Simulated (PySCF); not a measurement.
Worked example: chemical shift, span and skew from a shielding tensor

C₄H₁₀O₂, SMILES O(CC(O)C)C. Atoms are numbered in the order given.

```xyz
16

C      2.5363     0.5486    -0.1883
O      1.3645    -0.1373     0.1823
C      0.2379     0.1863    -0.6141
C     -0.9676    -0.4994     0.0279
C     -2.2747    -0.1367    -0.6596
O     -1.0505    -0.1174     1.3905
H      2.4128     1.6573    -0.1218
H      3.3433     0.2389     0.5040
H      2.8509     0.3036    -1.2317
H      0.0740     1.2936    -0.6263
H      0.3803    -0.1507    -1.6712
H     -0.8011    -1.6049    -0.0617
H     -2.4460     0.9579    -0.6094
H     -2.2718    -0.4527    -1.7219
H     -3.1201    -0.6366    -0.1483
H     -0.1258    -0.1609     1.7101
```
Charge 0, spin multiplicity 1.

Geometry optimised at PBE-D3(BJ)/def2-SVP. One conformer was computed; it need not be the lowest.

GIAO shieldings from PySCF with HF/pcSseg-1, non-relativistic, no solvent. The symmetric part of the tensor of C4 has the principal values 115.5, 121.3, 152.1 ppm. The same nucleus in TMS has σ = 192.6 ppm at this level (PySCF, at its B3LYP-D3(BJ)/def2-TZVP geometry).

### Question
Work out the isotropic shielding, the ¹³C shift against TMS, the span and the skew.

### Answer

σ(iso) = (σ11 + σ22 + σ33)/3 = 129.6 ppm. δ = σ(ref) − σ(iso) = 192.6 − (129.6) = 63.0 ppm.
Span Ω = σ33 − σ11 = 36.6 ppm. Skew κ = 3(σ(iso) − σ22)/Ω = 0.68. Tumbling in solution averages the tensor to δ; in a static solid the shielding alone would spread this spin-1/2 line over Ω.
